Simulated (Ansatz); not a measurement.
Conformers of `CO[SiH2][SiH2]Cl`, each relaxed with PBE0-D4/def2-TZVP in Ansatz. CBS adds the triple-zeta coupled-cluster correction to the MP2 limit.

Not all of them had a frequency check.

Conformer A:

Cartesian coordinates in Å:
```
C -1.141 1.795 -0.976
O -0.217 1.056 -0.208
Si -0.214 -0.589 -0.158
Si 1.528 -1.215 1.272
Cl 1.518 -3.281 1.336
H -2.171 1.599 -0.657
H -1.053 1.558 -2.042
H -0.930 2.856 -0.837
H -0.002 -1.168 -1.517
H -1.515 -1.114 0.351
H 2.859 -0.781 0.778
H 1.339 -0.716 2.657
```

Conformer B:

```xyz
12

C     0.424   -2.207   -0.473
O     0.455   -0.923    0.109
Si   -0.630    0.253   -0.265
Si    0.038    2.173    0.892
Cl    1.859    2.812    0.162
H    -0.501   -2.739   -0.219
H     1.270   -2.777   -0.087
H     0.508   -2.153   -1.565
H    -0.658    0.508   -1.735
H    -2.013   -0.142    0.143
H     0.192    1.924    2.347
H    -0.943    3.271    0.692
```

Question: Which is lowest in electronic energy at CCSD(T)/CBS (frozen core, def2 sets), and by how much? (An estimate is asked.)

Answer: Computed: A; B lies 1.7 kJ/mol higher. Gaps under about 2 kJ/mol don't settle the order.

Question: Give the energies relative to A (kJ/mol) with PBE-D4/def2-TZVPP, B2PLYP/def2-TZVPP, PBE/def2-TZVPP, HF/def2-TZVPP, SCS-MP2/def2-TZVPP, MP2/CBS(def2), CCSD/CBS(def2). (Estimate.)

Answer: The calculation gave: 
```csv
level,B
PBE-D4/def2-TZVPP,1.1
B2PLYP/def2-TZVPP,1.7
PBE/def2-TZVPP,1.4
HF/def2-TZVPP,1.8
SCS-MP2/def2-TZVPP,1.7
MP2/CBS(def2),1.9
CCSD/CBS(def2),1.8
```
